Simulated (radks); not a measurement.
Species: Ag+. Configuration: [Ar] 3d10 4s2 4p5.75 4d10 5p0.25 (fractional occupations, a model configuration). Method: Dirac Kohn-Sham, BLYP, spin-unpolarised, spherical densities, point nucleus; open shells are shared between the two j in proportion to 2j + 1; computed with a radial shooting solver on a logarithmic mesh with Libxc functionals. Some entries of the table are withheld. Estimate them.

orbital,occ.,eigenvalue (eV),r(max) (bohr),<1/r> (bohr^-1)
1s1/2,2,-25330.56,0.02015,49.44
2s1/2,2,(1),0.1141,11.39
2p1/2,2,-3474.177,0.08817,11.37
2p3/2,4,-3298.742,0.09243,10.68
3s1/2,2,-693.3243,0.3328,3.982
3p1/2,2,-588.6317,0.3192,3.888
3p3/2,4,-557.6784,0.3291,3.721
3d3/2,4,-372.2185,0.2720,(2)
3d5/2,6,-365.9843,0.2749,(3)
4s1/2,2,-105.0047,0.8220,1.524
4p1/2,1.91667,-72.0175,0.8589,1.401
4p3/2,3.83333,-66.8828,0.8838,1.347
4d3/2,4,-17.3800,1.025,1.001
4d5/2,6,-16.7968,1.036,0.9857
5p1/2,0.0833333,-7.1604,(4),0.3529
5p3/2,0.166667,-6.8831,(5),0.3409

Answer. 
(1) 2s1/2 eigenvalue (eV): -3737.355
(2) 3d3/2 <1/r> (bohr^-1): 3.557
(3) 3d5/2 <1/r> (bohr^-1): 3.514
(4) 5p1/2 r(max) (bohr): 2.946
(5) 5p3/2 r(max) (bohr): 3.051
